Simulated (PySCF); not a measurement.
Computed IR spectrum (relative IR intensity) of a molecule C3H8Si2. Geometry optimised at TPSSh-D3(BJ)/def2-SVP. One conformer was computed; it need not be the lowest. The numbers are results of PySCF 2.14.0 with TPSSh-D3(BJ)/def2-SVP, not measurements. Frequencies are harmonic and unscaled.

ν (cm⁻¹): 351 (w), 438 (vw), 591 (w), 627 (w), 659 (m), 693 (m), 714 (s), 779 (s), 833 (m), 914 (m), 939 (m), 943 (s), 947 (s), 1070 (vw), 1118 (vw), 1414 (vw), 1437 (vw), 2227 (s), 2238 (vs), 2249 (m), 2254 (vs), 3013 (w), 3093 (w), 3112 (w), 3209 (w) (against the strongest line: vs over 80 %, s over 45 %, m over 15 %, w over 4 %, vw less)

Which molecule gave these data?
A) C=C1[SiH2]C[SiH2]1
B) C=C=C[SiH2][SiH3]
C) C#C[SiH2]C[SiH3]
D) C=C1C[SiH2][SiH2]1

D, C=C1C[SiH2][SiH2]1
